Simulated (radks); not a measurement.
Values are calculated unless marked as measured or tabulated.
Task: All-electron atom: Al II in [Ne] 3s2. Level of theory: scalar-relativistic Kohn-Sham, LDA (Slater exchange, Perdew-Wang correlation), spin-unpolarised, spherical densities, finite nucleus; Fermi nuclear charge, rms radius 3.061 fm (a radial shooting solver on a logarithmic mesh with Libxc functionals). Some entries of the table are withheld. Estimate them.

orbital,occ.,eigenvalue (eV),<r^2> (bohr^2)
1s,2,(1),0.01960
2s,2,-115.8733,0.4745
2p,6,-78.0995,0.4644
3s,2,(2),6.472

Result: 
(1) 1s eigenvalue (eV): -1512.818
(2) 3s eigenvalue (eV): -14.9166
